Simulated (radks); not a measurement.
Spherical jellium clusters: N electrons in a uniform positive sphere of charge N and radius rs N^(1/3), rs = 4.54 bohr. Method: non-relativistic Kohn-Sham, LDA (Slater exchange, Perdew-Wang correlation), spin-polarised, spherical densities; computed with a radial shooting solver with Libxc functionals. Levels are named by radial order and angular momentum (1s, 1p, 1d, 2s, ...), and open shells are averaged over m.

N = 11, configuration 1s2 1p6 1d(up 3, down 0). This is the lowest configuration that the search found. Occupied and some empty levels:

level,occupation,eigenvalue (eV),<r> (bohr)
1s up,1,-4.2562,6.586
1s down,1,-4.0273,6.368
1p up,3,-3.4442,7.760
1p down,3,-3.1586,7.716
1d up,3,-2.4102,8.734
1d down,0,-2.1136,8.810
2s up,0,-1.8886,7.839
2s down,0,-1.7453,8.010
1f up,0,-1.2419,9.783
1f down,0,-0.96826,10.01
2p up,0,-0.83342,10.59
2p down,0,-0.70053,10.96

Energy (eV): total -19.4007, kinetic 15.664, external -385.54, Hartree 190.43, exchange-correlation -35.613, background 195.66.

Electron density:

r (bohr),n(r) (e/bohr^3)
1.14,0.001502
2.37,0.001904
3.60,0.002458
4.83,0.002958
6.05,0.003138
7.28,0.002787
8.51,0.001965
9.73,0.001063
11.0,0.0004527
12.2,0.0001651
13.4,0.00005543
14.6,0.00001742
15.9,5.304e-06
